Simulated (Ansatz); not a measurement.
Relaxation of ClF5HMoO (9 atoms, charge 0, multiplicity 2), to a largest force component of 0.03 eV/Å in at most 50 steps.

All numbers below come from UKS PBE/def2-SVP in Ansatz 0.2.0.

```xyz
9
Properties=species:S:1:pos:R:3
Mo -0.043 -0.001 -0.064
F -0.030 -0.046 1.747
F 1.811 -0.015 -0.062
F 0.015 1.843 -0.022
Cl -2.333 0.010 -0.095
F -0.007 -1.850 -0.085
F 0.000 0.023 -1.913
O -0.044 0.066 4.179
H -0.425 -0.831 4.002
```

Q: Where does it end, and by what steps?

A: The forces met the threshold. After 25 steps the energy has fallen by 0.191 eV; O8 moved furthest, 1.35 Å.

```json
{"step": "0", "energy less start (eV)": "0.0000", "largest force component (eV/Å)": "1.276", "accepted": "yes"}
{"step": "1", "energy less start (eV)": "-0.0297", "largest force component (eV/Å)": "0.545", "accepted": "yes"}
{"step": "2", "energy less start (eV)": "-0.0296", "largest force component (eV/Å)": "1.032", "accepted": "no"}
{"step": "3", "energy less start (eV)": "-0.0395", "largest force component (eV/Å)": "0.360", "accepted": "yes"}
{"step": "4", "energy less start (eV)": "-0.0479", "largest force component (eV/Å)": "0.169", "accepted": "yes"}
{"step": "5", "energy less start (eV)": "-0.0618", "largest force component (eV/Å)": "0.462", "accepted": "yes"}
{"step": "6", "energy less start (eV)": "-0.0342", "largest force component (eV/Å)": "1.525", "accepted": "no"}
{"step": "7", "energy less start (eV)": "-0.0709", "largest force component (eV/Å)": "0.623", "accepted": "yes"}
{"step": "8", "energy less start (eV)": "-0.0856", "largest force component (eV/Å)": "0.229", "accepted": "yes"}
{"step": "9", "energy less start (eV)": "-0.0995", "largest force component (eV/Å)": "0.248", "accepted": "yes"}
{"step": "10", "energy less start (eV)": "-0.1063", "largest force component (eV/Å)": "0.820", "accepted": "yes"}
{"step": "11", "energy less start (eV)": "-0.0981", "largest force component (eV/Å)": "1.138", "accepted": "no"}
{"step": "12", "energy less start (eV)": "-0.1299", "largest force component (eV/Å)": "0.066", "accepted": "yes"}
{"step": "13", "energy less start (eV)": "-0.1385", "largest force component (eV/Å)": "0.109", "accepted": "yes"}
{"step": "14", "energy less start (eV)": "-0.1474", "largest force component (eV/Å)": "0.264", "accepted": "yes"}
{"step": "15", "energy less start (eV)": "-0.1536", "largest force component (eV/Å)": "0.491", "accepted": "yes"}
{"step": "16", "energy less start (eV)": "-0.1619", "largest force component (eV/Å)": "0.209", "accepted": "yes"}
{"step": "17", "energy less start (eV)": "-0.1657", "largest force component (eV/Å)": "0.104", "accepted": "yes"}
{"step": "18", "energy less start (eV)": "-0.1690", "largest force component (eV/Å)": "0.166", "accepted": "yes"}
{"step": "19", "energy less start (eV)": "-0.1735", "largest force component (eV/Å)": "0.241", "accepted": "yes"}
{"step": "20", "energy less start (eV)": "-0.1781", "largest force component (eV/Å)": "0.142", "accepted": "yes"}
{"step": "21", "energy less start (eV)": "-0.1827", "largest force component (eV/Å)": "0.330", "accepted": "yes"}
{"step": "22", "energy less start (eV)": "-0.1870", "largest force component (eV/Å)": "0.317", "accepted": "yes"}
{"step": "23", "energy less start (eV)": "-0.1897", "largest force component (eV/Å)": "0.177", "accepted": "yes"}
{"step": "24", "energy less start (eV)": "-0.1906", "largest force component (eV/Å)": "0.038", "accepted": "yes"}
{"step": "25", "energy less start (eV)": "-0.1911", "largest force component (eV/Å)": "0.020", "accepted": "yes"}
```

```xyz
9
Properties=species:S:1:pos:R:3
Mo 0.112 -0.037 0.038
F 0.705 -0.358 1.788
F 1.861 -0.282 -0.529
F 0.474 1.758 0.275
Cl -2.015 0.248 0.793
F -0.172 -1.851 -0.172
F -0.372 0.269 -1.717
O -1.297 -0.203 3.740
H -0.351 -0.345 3.470
```

Whether the end is a true minimum wasn't checked by a vibrational analysis.

The run took 6.8 min on 4 threads of Arm Neoverse V1, with other jobs on the host, peak memory 0.42 GiB.
